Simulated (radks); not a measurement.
Spherical quantum dot in the effective-mass picture: electrons in a hard-walled sphere of radius 2.34, with a point charge +1 (a donor) at the centre, all in effective atomic units (hartree* = m*/eps^2 hartree, bohr* = eps/m* bohr), one dielectric constant everywhere. Calculated with a radial shooting solver with Libxc functionals: non-relativistic Kohn-Sham, exchange-only LDA, spin-polarised, spherical densities. Levels are named by radial order and angular momentum (1s, 1p, 1d, 2s, ...), and open shells are averaged over m. Results are scaled to m* = 0.157 and eps = 14, for which hartree* = 21.8 meV and bohr* = 4.719 nm.

N = 17, configuration 1s2 1p6 1d(up 5, down 4). This is the lowest configuration that the search found. Occupied and some empty levels:

level    occupation  eigenvalue (meV)  <r> (nm)
1s up             1            214.74     6.255
1s down           1            215.28     6.237
1p up             3            230.49     7.169
1p down           3            231.13     7.165
1d up             5            251.80     7.605
1d down           4            252.47     7.604
2s up             0            264.84     4.929
2s down           0            265.14     4.938
1f up             0            279.08     7.912
1f down           0            279.76     7.912
2p up             0            311.23     5.711
2p down           0            311.64     5.710

Energy (meV): total 2302.40, kinetic 920.80, external -260.18, Hartree 1851.2, exchange-correlation -209.41.

Electron density:

r (nm)  n(r) (e/nm^3)
0.574        0.002511
1.40         0.002102
2.23         0.002104
3.05         0.002457
3.88         0.003125
4.70         0.004032
5.53         0.005004
6.35         0.005750
7.18         0.005888
8.00         0.005118
8.83         0.003493
9.65         0.001587
10.5        0.0002656
